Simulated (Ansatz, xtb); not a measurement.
**Relative energy of two isomers of C3H4F3NS**

Structure a is `N/C(S)=C\C(F)(F)F`, a singlet and structure b is `[H]/N=C(/S)CC(F)(F)F`, a singlet. Both are isolated molecules in the gas phase, relaxed with B3LYP-D3(BJ)/def2-SVP; the shapes shown needn't be the lowest conformers.

a (Å):

```xyz
12

C     0.3576    0.1537    0.5204
C     0.6430   -1.0401    1.0946
C    -0.3872   -2.0914    1.3030
F    -1.4988   -1.6201    1.9282
F     0.0880   -3.1036    2.0399
F    -0.8448   -2.6246    0.1390
N    -0.8275    0.4982   -0.0817
S     1.6068    1.4241    0.5365
H    -1.1226    1.4630    0.0215
H    -1.5835   -0.1774   -0.0278
H     1.3589    1.8719   -0.7185
H     1.6585   -1.2836    1.4000
```

b (Å):

```yaml
atoms:
  - { symbol: C, position_ang: [1.9476, -1.3156, -1.4429] }
  - { symbol: C, position_ang: [0.9370, -2.3985, -1.0776] }
  - { symbol: C, position_ang: [0.6353, -2.4987, 0.4034] }
  - { symbol: F, position_ang: [-0.2973, -3.4360, 0.6304] }
  - { symbol: F, position_ang: [1.7289, -2.8451, 1.1171] }
  - { symbol: F, position_ang: [0.1828, -1.3407, 0.9008] }
  - { symbol: N, position_ang: [3.0170, -1.0183, -0.8333] }
  - { symbol: S, position_ang: [1.4847, -0.4749, -2.9437] }
  - { symbol: H, position_ang: [3.1486, -1.5941, 0.0030] }
  - { symbol: H, position_ang: [2.6004, 0.2885, -2.9855] }
  - { symbol: H, position_ang: [-0.0214, -2.2304, -1.5892] }
  - { symbol: H, position_ang: [1.3163, -3.3779, -1.4095] }
```

Task: Which of the two would you expect CCSD(T)/def2-SVP + ΔMP2/def2-TZVPP electronic energies to favour?

Result: Structure b; the calculation gives E(b) − E(a) = −3.9 kcal/mol.

The same difference at several levels:

| level | geometry | E(b) − E(a) (kcal/mol) | departure from the last row (kcal/mol) | job, with rough time for the two |
| --- | --- | --- | --- | --- |
| B3LYP-D3(BJ)/def2-SVP | B3LYP-D3(BJ)/def2-SVP | −3.3 | +0.7 | optimisation, 99 s |
| HF/def2-SVP | B3LYP-D3(BJ)/def2-SVP | −4.4 | −0.5 | part of the CCSD(T) run |
| MP2/def2-SVP | B3LYP-D3(BJ)/def2-SVP | −5.4 | −1.5 | part of the CCSD(T) run |
| CCSD(T)/def2-SVP | B3LYP-D3(BJ)/def2-SVP | −6.4 | −2.4 | single point |
| CCSD(T)/def2-SVP + ΔMP2/def2-TZVPP | B3LYP-D3(BJ)/def2-SVP | −3.9 |  | single point, 2.5 min |

As drawn, b has 1 C=N, 1 C–C, 1 C–H in place of 1 C–N, 1 C=C, 1 N–H.

The levels shown agree on the order. The largest departure from CCSD(T)/def2-SVP + ΔMP2/def2-TZVPP is that of CCSD(T)/def2-SVP, 2.4 kcal/mol. A small imaginary or near-zero mode remains, so no thermal terms are given. Levels run at GFN2-xTB geometries aren't shown. The last row adds to CCSD(T) the change of the MP2 difference between the two basis sets, here +2.4 kcal/mol.

The correlated steps freeze 12 core orbitals. Run with Ansatz 0.2.0, xtb 6.7.1; the last row on 2 threads of Arm Neoverse V2 on a shared host.
